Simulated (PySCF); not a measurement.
Sr⁺ (strontium, charge +1) across methods

[Kr] 4d1, 2D determinant (an excited configuration). All numbers are calculated (PySCF 2.14, scalar relativity by spin-free X2C-1e, in aug-cc-pwCVTZ-X2C with one added diffuse shell each of s, p, d, f type (11s10p8d4f, 109 functions)).

```json
{"method": "TPSSh", "E (hartree)": "-3178.90", "mean ε 4p α (eV)": "-28.314", "mean ε 4p β (eV)": "-27.891", "mean ε 4d α (eV)": "-6.518", "Σ⟨r²⟩ (bohr²)": "37.91", "⟨S²⟩": "0.751"}
{"method": "PBE0", "E (hartree)": "-3178.71", "mean ε 4p α (eV)": "-29.320", "mean ε 4p β (eV)": "-28.852", "mean ε 4d α (eV)": "-7.014", "Σ⟨r²⟩ (bohr²)": "37.88", "⟨S²⟩": "0.751"}
{"method": "UHF", "E (hartree)": "-3177.10917", "mean ε 4p α (eV)": "-34.230", "mean ε 4p β (eV)": "-33.454", "mean ε 4d α (eV)": "-8.755", "Σ⟨r²⟩ (bohr²)": "38.33", "⟨S²⟩": "0.752"}
{"method": "CAM-B3LYP", "E (hartree)": "-3179.19", "mean ε 4p α (eV)": "-30.752", "mean ε 4p β (eV)": "-30.304", "mean ε 4d α (eV)": "-8.048", "Σ⟨r²⟩ (bohr²)": "37.89", "⟨S²⟩": "0.751"}
{"method": "LDA", "E (hartree)": "-3174.84", "mean ε 4p α (eV)": "-27.507", "mean ε 4p β (eV)": "-27.172", "mean ε 4d α (eV)": "-6.198", "Σ⟨r²⟩ (bohr²)": "38.13", "⟨S²⟩": "0.750"}
{"method": "M06-L", "E (hartree)": "-3178.90", "mean ε 4p α (eV)": "-27.807", "mean ε 4p β (eV)": "-27.383", "mean ε 4d α (eV)": "-6.084", "Σ⟨r²⟩ (bohr²)": "37.78", "⟨S²⟩": "0.751"}
{"method": "PBE", "E (hartree)": "-3178.63", "mean ε 4p α (eV)": "-27.364", "mean ε 4p β (eV)": "-27.002", "mean ε 4d α (eV)": "-6.266", "Σ⟨r²⟩ (bohr²)": "38.23", "⟨S²⟩": "0.751"}
{"method": "r2SCAN", "E (hartree)": "-3179.00", "mean ε 4p α (eV)": "-27.952", "mean ε 4p β (eV)": "-27.560", "mean ε 4d α (eV)": "-6.321", "Σ⟨r²⟩ (bohr²)": "37.80", "⟨S²⟩": "0.751"}
```
